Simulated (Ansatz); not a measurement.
B₈N₈. The state is a triplet with charge 0. Geometry r2SCAN-D4/def2-SVP, that of the neutral singlet; atoms count from 1.

```xyz
16

B     2.277   -0.530   -0.946
N     1.812   -0.845   -2.113
N     1.872   -0.203    0.373
B     0.744    0.818    0.103
B     0.497   -0.757   -1.515
N    -0.034    0.618   -1.109
N    -0.012    1.394    1.321
B    -0.973    2.222    0.688
B    -1.431    0.876   -0.545
N    -1.832    2.242   -0.281
B     0.841   -1.293    0.632
N     0.052   -1.821   -0.540
N    -0.194   -1.219    1.667
B    -0.802    0.099    1.458
B    -0.975   -1.386    0.395
N    -1.842   -0.217    0.412
```

Single mean-field runs in def2-TZVP are fitted with def2-universal-jkfit. At PBE0-D4/def2-TZVP a singlet of charge 0 lies 3.21 eV below the triplet at the same geometry.

(1) Estimate the Mulliken populations from the PBE0/def2-TZVP orbitals of Ansatz.

(2) Where does the spin sit?

(3) And the Mayer bond orders between heavy atoms (over 0.3)?

Results:

(1) 
```csv
atom,charge (e),spin (α − β)
B1,-0.12,0.04
N2,-0.05,0.02
N3,0.06,-0.01
B4,-0.15,0.51
B5,0.21,-0.02
N6,0.09,0.60
N7,0.06,-0.01
B8,-0.12,0.04
B9,0.21,-0.02
N10,-0.05,0.02
B11,0.03,0.19
N12,-0.11,0.12
N13,-0.15,0.18
B14,0.03,0.19
B15,0.18,0.03
N16,-0.11,0.12
```
Mulliken values depend strongly on the basis.

(2) Summed by element: B 0.95, N 1.05, of 2 unpaired in all. Largest on single atoms: N6 0.60, B4 0.51, B11 0.19.

(3) B1–N2 2.01 (1.30 Å); B1–N3 1.21 (1.42 Å); B1–B5 0.32 (1.88 Å); N2–B5 1.21 (1.45 Å); N3–B4 0.93 (1.55 Å); N3–B11 0.96 (1.52 Å); B4–N6 0.94 (1.45 Å); B4–N7 0.93 (1.55 Å); B5–N6 0.94 (1.53 Å); B5–N12 1.06 (1.51 Å); N6–B9 0.94 (1.53 Å); N7–B8 1.21 (1.42 Å); N7–B14 0.96 (1.52 Å); B8–B9 0.32 (1.88 Å); B8–N10 2.01 (1.30 Å); B9–N10 1.21 (1.45 Å); B9–N16 1.06 (1.51 Å); B11–N12 0.97 (1.51 Å); B11–N13 1.06 (1.47 Å); N12–B15 1.07 (1.46 Å); N13–B14 1.06 (1.47 Å); N13–B15 0.96 (1.50 Å); B14–N16 0.97 (1.51 Å); B15–N16 1.07 (1.46 Å).
